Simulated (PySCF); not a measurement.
Correlation energy of Ar(3+) (argon, charge +3)

[Ne] 3s2 3p3, high-spin 4S determinant. Computed with PySCF 2.14 in dyall-acv3z, with scalar relativity by spin-free X2C-1e. Frozen: 1s2; 13 electrons correlated; the 15 highest virtual orbitals of each spin left out.

MP2 pair energies summed by pair of shells (mhartree):

```csv
pair,energy,share (%)
2p-2p,-186.47,43.8
3s-3p,-71.15,16.7
2s-2p,-56.84,13.3
2p-3p,-32.82,7.7
3p-3p,-24.35,5.7
2p-3s,-24.11,5.7
3s-3s,-10.97,2.6
2s-2s,-9.78,2.3
2s-3p,-5.56,1.3
2s-3s,-3.84,0.9
```

Total MP2 correlation energy: -425.90 mhartree.

Same-spin part -118.13 and opposite-spin part -307.78 mhartree; SCS-MP2 scales them by 1/3 and 6/5 to -408.71 mhartree.
